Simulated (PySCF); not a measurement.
C2H7ClSi3, SMILES C=C1[SiH2][SiH2][Si@H]1Cl.

Geometry: PBE0-D3(BJ)/def2-SVP. A frequency run showed that this geometry is not a minimum. The structure was generated by enumeration; whether it is a known compound was not checked.

Method: PySCF with B3LYP/def2-TZVP.

The total energy is -1409.26396 hartree and the highest occupied level is -7.15 eV. The lowest empty level is -2.19 eV and the orbital gap comes out as 4.96 eV. The dipole moment is 1.63 D and the quadrupole, principal values (traceless, Buckingham form, about the centre of nuclear charge) is -5.99, -0.38, 6.37 D·Å. The mean static polarisability is 120.1 bohr³ (17.80 Å³) and the polarisability, principal values is 93.4, 130.4, 136.5 bohr³.
